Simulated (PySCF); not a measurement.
## Palladium: a sound run and one with changed settings

Sound run: Pd⁺ [Kr] 4d9, Pd²⁺ [Kr] 4d8. All numbers are calculated (PySCF 2.14, a scalar-relativistic core potential, in def2-SVP with the def2 core potential (28 electrons) (5s3p2d1f, 31 functions)). The sound run starts from symmetry-adapted Hartree-Fock orbitals and uses a fine grid where one is needed.

Changed run: basis STO-3G, all-electron and non-relativistic. This setting is unsound on purpose.

```
species  method  sound run (hartree)  changed run (hartree)  converged
    Pd⁺     UHF           -126.76992            -4888.95469        yes
    Pd⁺    MN15           -127.26615            -4887.28376        yes
    Pd⁺   M06-L           -127.60600            -4890.88199        yes
   Pd²⁺     UHF           -126.12691            -4888.69552        yes
   Pd²⁺    MN15           -126.52602            -4886.96653        yes
   Pd²⁺   M06-L           -126.90232            -4890.56144        yes
```

Ionisation energy of Pd⁺:

```tsv
method	sound run (eV)	changed run (eV)
UHF	17.497	7.052
MN15	20.140	8.632
M06-L	19.148	8.723
```

A minimal basis cannot let orbitals breathe on ionisation and holds almost no correlation. The Hamiltonian changed with the basis, so the totals do not compare.

For comparison, NIST gives 19.43 ± 0.12 eV between the lowest levels.
